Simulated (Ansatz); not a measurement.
Stretching the Si1–Br3 bond in BrHSi (SMILES [SiH]Br) (multiplicity 1 held, fragments rigid). Energies count from the point at 2.267 Å.
Geometry at that point (charge 0, multiplicity 1):
```xyz
3

Si    -0.897    -0.761     1.062
H     -1.893    -1.229     0.008
Br     0.413     0.340    -0.425
```

Signs of static correlation in def2-SVP, with CASSCF(6,4), from Ansatz (a first-principles code) runs.

```tsv
R (Å)	T1 of restricted CCSD	⟨S²⟩ of UHF	largest double amplitude of restricted CCSD	weight of the CASSCF reference in MRCISD	CASSCF natural occupations
1.813	0.011	0.201	0.087	0.903	2.00 2.00 1.99 0.01
2.040	0.013	0.221	0.086	0.901	2.00 2.00 1.99 0.01
2.267	0.016	0.222	0.082	0.901	2.00 2.00 1.98 0.02
2.493	0.018	0.209	0.070	0.901	2.00 2.00 1.97 0.03
2.720	0.021	0.189	0.057	0.901	2.00 1.99 1.96 0.05
3.060	0.027	0.182	?	0.901	2.00 1.99 1.92 0.08
3.400	0.037	?	0.177	0.902	2.00 1.99 1.85 0.16
3.967	0.075	0.946	0.331	0.903	2.00 2.00 1.59 0.41
4.533	0.135	1.005	0.609	0.903	2.00 2.00 1.30 0.70
5.213	0.198	1.018	1.016	0.903	2.00 2.00 1.11 0.89
6.120	0.229	1.020	1.300	0.903	2.00 2.00 1.02 0.98
7.253	0.223	1.020	1.320	0.903	2.00 2.00 1.00 1.00
```

### Question
Some entries are withheld; supply them.

### Answer

- 3.060, largest double amplitude of restricted CCSD: 0.091
- 3.400, ⟨S²⟩ of UHF: 0.663

Doubts at one or more of the structures used: active orbitals that take no part (SC-NEVPT2 on CASSCF(6,4)/def2-SVP); a restricted determinant that unrestricted orbitals would lower (R-CCSD(T)/def2-SVP); T1 above 0.05 (R-CCSD(T)/def2-SVP, U-CCSD(T)/def2-SVP); other coupled-cluster roots lie near (R-CCSD(T)/def2-SVP); a spin-contaminated determinant (U-CCSD(T)/def2-SVP).
